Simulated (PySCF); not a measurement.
# Computed vibrations of [Sm(NH3)3]3+

[Sm(NH3)3]3+ (singlet in the valence; each metal's 4f electrons, 5 of them, lie in its core potential, out of spins and levels). PySCF 2.14.0, RKS PBE0, Sm lcecp-1-SVP with ECP51, N def2-SVP, H def2-SVP; non-relativistic Hamiltonian with scalar-relativistic core potentials where named; density fitting; no spin-orbit coupling. Central differences of gradients.

```xyz
13

Sm    0.0000    0.0000    0.0000
N     2.4648    0.0010    0.0000
H     2.9145   -0.4676    0.8083
H     2.9145   -0.4676   -0.8083
H     2.9148    0.9345    0.0000
N    -1.2332    2.1341    0.0000
H    -1.0523    2.7578    0.8083
H    -1.0523    2.7578   -0.8083
H    -2.2667    2.0570    0.0000
N    -1.2315   -2.1350    0.0000
H    -1.8622   -2.2902    0.8083
H    -1.8622   -2.2902   -0.8083
H    -0.6481   -2.9915    0.0000
```

Run from Python with OMP_NUM_THREADS=2. Where DIIS fails, smearing, a level shift and second-order steps follow.
It took 5.6 min on 2 threads of Intel(R) Xeon(R) Processor @ 2.50GHz (Skylake/Cascade Lake), on a shared host.

What are the harmonic wavenumbers and infrared intensities?

Modes are labelled in C3h; negative numbers are unstable modes, those under 60 cm⁻¹ near the noise; a finer grid moves soft modes by up to 10 cm⁻¹.
```tsv
cm⁻¹	km/mol	symmetry
-44	–	a''
-41	–	e''
-41	–	e''
-40	–	a''
82	7.4	e'
82	7.4	e'
347	0.0	a'
359	11.8	e'
359	11.8	e'
637	0.0	a'
649	0.0	e''
649	0.0	e''
663	210.0	a''
678	89.4	e'
678	89.4	e'
1414	200.4	e'
1414	200.4	e'
1416	0.0	a'
1608	152.5	a''
1608	77.3	e'
1608	77.3	e'
1610	0.0	a'
1611	0.0	e''
1611	0.0	e''
3350	356.8	e'
3350	356.8	e'
3359	0.0	a'
3421	0.0	e''
3421	0.0	e''
3422	491.6	a''
3426	0.0	a'
3428	239.6	e'
3428	239.6	e'
```

Is this a minimum?

Probably not: 4 unstable, though so soft as to be near the noise; the lowest moves the atoms so:
```
Sm   0.00  0.00  0.03
N    0.00  0.00 -0.09
H    0.04  0.27  0.04
H   -0.04 -0.27  0.04
H    0.00  0.00 -0.42
N    0.00  0.00 -0.09
H   -0.25 -0.10  0.04
H    0.25  0.10  0.04
H    0.00  0.00 -0.42
N    0.00  0.00 -0.09
H    0.21 -0.16  0.04
H   -0.21  0.16  0.04
H    0.00  0.00 -0.42
```

An lcecp potential fixes the number of 4f electrons, so in runs with it no electron can move into or out of that shell.
